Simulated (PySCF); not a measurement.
**Ionisation energy of Co⁺ by level of theory**

Co⁺ [Ar] 3d8 (3F) → Co²⁺ [Ar] 3d7 (4F), as a difference of total energies. Calculation: PySCF 2.14, in aug-cc-pVDZ (7s6p4d2f, 59 functions); the non-relativistic Hamiltonian (point nucleus). Correlated levels: valence: [Ar] frozen. The calculations carry no spin-orbit coupling.

Order these methods by the ionisation energy they give, lowest first.
A. SCS-MP2 (valence)
B. MP2 (valence)
C. MN15
D. TPSS

A (16.771 eV), B (16.908 eV), D (17.414 eV), C (17.615 eV).

These non-relativistic numbers lack the scalar-relativistic shift.

The reference lies between the lowest fine-structure levels, while these numbers refer to the centres of the terms.

Errors of the correlated levels include the incompleteness of this basis and the frozen core.

For comparison: 17.084 eV (measured; NIST Atomic Spectra Database, ionization energies).
